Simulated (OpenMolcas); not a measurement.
# Se V: effect of the basis set

* Program: OpenMolcas
* Method: SS-CASPT2, IPEA 0.25 Eh, imaginary shift 0.1 Eh (closed shells correlated: 3d)
* Active space: 2 electrons in 8 orbitals (4s 4p 5s 5p)
* State averaging: 2S+1 = 3 even, 3 roots; 2S+1 = 1 even, 7 roots; 2S+1 = 3 odd, 3 roots; 2S+1 = 1 odd, 3 roots
* Spin-orbit coupling: state interaction with AMFI integrals over the reference wave functions, term energies averaged over their components

A. ANO-RCC-VTZP [6s5p3d1f], DKH2, point nucleus; CASPT2 step about 3 core-seconds
B. ANO-RCC-VQZP [7s6p4d2f1g], DKH2, point nucleus; CASPT2 step about 5 core-seconds
C. ANO-R2 [6s6p4d3f1g], X2C, finite nucleus; CASPT2 step about 8 core-seconds
D. ANO-RCC [9s8p6d4f2g], DKH2, point nucleus; CASPT2 step roughly 14 core-seconds

Energies in cm⁻¹ above 4s² ¹S₀, the measured ground level; measured values from the list in Rauch et al., Astron. Astrophys. 606, A105 (2017).

| Level | A | B | C | D | Measured |
| --- | --- | --- | --- | --- | --- |
| 4s² ¹S₀ | 0.0 | 0.0 | 0.0 | 0.0 | 0.0 |
| 4s 4p ³P°₀ | 87220 | 87570 | 88370 | 88100 | 89749 |
| 4s 4p ³P°₁ | 88660 | 88990 | 89770 | 89540 | 91350 |
| 4s 4p ³P°₂ | 91830 | 92120 | 92870 | 92710 | 94960 |
| 4s 4p ¹P°₁ | 134080 | 132900 | 130360 | 131950 | 131733 |
| 4p² ³P₀ | 210330 | 210360 | 209440 | 210550 | 211794 |
| 4p² ³P₁ | 212250 | 212260 | 211350 | 212500 | 214091 |
| 4p² ³P₂ [52 %] | 213540 | 213320 | 212460 | 213460 |  |
| 4p² ¹D₂ [52 %] | 217860 | 217510 | 216650 | 217710 |  |

Deviations, from unrounded energies. A percentage is the sum of absolute deviations over the sum of measured energies, with the sign that they share, or ± where signs differ.

```tsv
Against measurement	Levels	A	B	C	D
mean absolute deviation (cm-1)	6	2300	2000	1900	1500
other configurations (%)	6	±1.7	±1.4	-1.4	±1.1
```

D lies closest to measurement on these levels and A furthest from it. The largest miss of D in the table is 4s 4p ³P°₂, by -2300 cm-1. The ranking rests on the paired levels alone, and a cruder setting can come out closer through cancelling errors.

Among A to D the level of the table that moves most is 4s 4p ¹P°₁, by 3700 cm-1 (lowest in C, highest in A). Moves below CASPT2's spread within the term are not significant.

CASPT2 breaks the degeneracy within a term, and the mean is taken; among the terms shown or strongly mixed into the levels shown the widest spread is 150 cm-1 (4p² ¹D, A). Over all roots computed the reference weight is 0.92 to 0.99 in A, 0.92 to 0.99 in B, 0.90 to 0.97 in C, 0.91 to 0.98 in D; the roots of lowest weight are the least certain, and an intruder state may touch them. Active for correlation alone: 5p 5s; no level in the range computed is led by a configuration that fills them, so any true level of that kind is missing. The ¹D term of p² mixes with s d, which this space lacks. Some levels mix across a computed gap that differs much from the measured one, so their mixing is not that of the real levels (holds for A; C). Computed and measured levels are paired by configuration, term and J; levels that our copy of the source lacks, or whose pairing is in doubt (as where it misses far off the trend of its configuration), stay unpaired and out of the deviations. Only configurations of the active space appear. The table leaves out levels that lie high or whose names do not pair safely across all columns.

A share in square brackets marks a mixed level and gives the weight of the term that names it, the lowest over the columns. ° marks odd parity.
